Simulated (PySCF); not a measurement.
## Broadened absorption spectrum of C2H7BFN

Species: C2H7BFN.
Atom-mapped SMILES: `[CH3:1][N:2]([CH3:3])[BH:4][F:5]` (hydrogens: H6, H7, H8 on C1; H9, H10, H11 on C3; H12 on B4)

Cartesian coordinates in Å at the PBE0-D3(BJ)/def2-SVP level; atoms count from 1:
```
atom  x, y, z in Å
C1    -0.227    1.468    0.273
N2     0.025    0.058    0.100
C3    -1.133   -0.791    0.209
B4     1.300   -0.455   -0.152
F5     2.347    0.375   -0.242
H6     0.711    2.030    0.185
H7    -0.667    1.675    1.265
H8    -0.933    1.843   -0.489
H9    -1.604   -0.703    1.205
H10   -0.849   -1.840    0.054
H11   -1.898   -0.525   -0.543
H12    1.479   -1.642   -0.292
```

Computed, not measured: TDDFT PBE0/def2-SVPD, vertical, gas phase, core orbitals frozen in the response (PySCF).

Computed states:

```json
{"state": "S1", "E (eV)": "6.73", "f": "0.011"}
{"state": "S2", "E (eV)": "7.24", "f": "0.248"}
{"state": "S3", "E (eV)": "7.56", "f": "0.0097"}
{"state": "S4", "E (eV)": "7.87", "f": "0.022"}
{"state": "S5", "E (eV)": "8.33", "f": "0.0002"}
{"state": "S6", "E (eV)": "8.59", "f": "0.020"}
{"state": "S7", "E (eV)": "8.82", "f": "0.0001"}
{"state": "S8", "E (eV)": "8.94", "f": "0.021"}
{"state": "S9", "E (eV)": "9.16", "f": "0.013"}
{"state": "S10", "E (eV)": "9.18", "f": "0.0089"}
```

Broadening: Gaussians 0.4 eV wide at half height, area fixed by f = 4.319×10⁻⁹ ∫ε dν̃. The width is an assumption, not a result. The curve ends short of the highest state used, and states not computed would add to its high-energy end.

Task: What does the envelope look like, and where are its maxima?

Result: 
E (eV), ε (L mol⁻¹ cm⁻¹) and a bar:
```
     6.13          1 
     6.20          6 
     6.27         19 
     6.34         53 
     6.41        124 
     6.48        247 
     6.55        416 #
     6.62        604 #
     6.69        789 #
     6.76       1030 ##
     6.83       1566 ###
     6.90       2818 #####
     6.97       5217 #########
     7.04       8803 ################
     7.11      12853 #######################
     7.18      15970 ############################
     7.25      16818 ##############################
     7.32      15032 ###########################
     7.39      11474 ####################
     7.46       7602 ##############
     7.53       4559 ########
     7.60       2733 #####
     7.67       1923 ###
     7.74       1710 ###
     7.81       1701 ###
     7.88       1634 ###
     7.95       1400 ##
     8.02       1042 ##
     8.09        676 #
     8.16        416 #
     8.23        323 #
     8.30        408 #
     8.37        650 #
     8.44        984 ##
     8.51       1309 ##
     8.58       1528 ###
```

Maxima: 171 nm (7.24 eV), ε about 17000, made up of S2 (99%); 159 nm (7.80 eV), ε about 1700, made up of S3 (14%) and S4 (83%) (hardly more than a shoulder) (ε in L mol⁻¹ cm⁻¹; maxima over ε = 5, shares over 10%). At its high-energy end, 8.58 eV, the curve is still rising (ε about 1500, from S6).

Task: Coming from long wavelengths, where does ε first pass 100 L mol⁻¹ cm⁻¹?

Result: At about 194 nm (6.39 eV), 0.34 eV below S1.

Task: What would ε be at 7.24 eV, the highest of these maxima, with half the width (0.2 eV)?

Result: About 33400 L mol⁻¹ cm⁻¹ against 16900, a factor of about 1.98; a lone state at its own centre would give exactly 2.

Task: On this curve, what absorbance would a 10⁻⁴ mol/L sample give at 193 nm over a 1 cm path?

Result: 193 nm is 6.424 eV, where ε is about 140 L mol⁻¹ cm⁻¹, so A = ε c l ≈ 0.014 (Beer–Lambert, with the gas-phase spectrum and the assumed width).

All these states lie below the vertical ionisation energy of 9.48 eV (ΔSCF).

Hardware: an x86-64 server with one thread, no GPU, on a shared host. Cost: 33 s.
